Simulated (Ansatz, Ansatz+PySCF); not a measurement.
A single Cu atom.

UHF-MP2 on doublet Cu was run in several spherical basis sets with Ansatz (development build ahead of 0.2.0). Frozen core: 5 orbitals.

(1) Rank the basis sets by the total energy that they give, lowest first, with the distance from the lowest.
A. 6-31G(d)
B. def2-SVP
C. def2-TZVP
D. cc-pVTZ
E. cc-pVDZ

Results:

(1) D (0.00 eV), E (6.38 eV), C (7.22 eV), B (22.01 eV), A (26.04 eV).

Totals follow the description of the cores as much as that of the bonds, so this order isn't one of quality for chemistry.
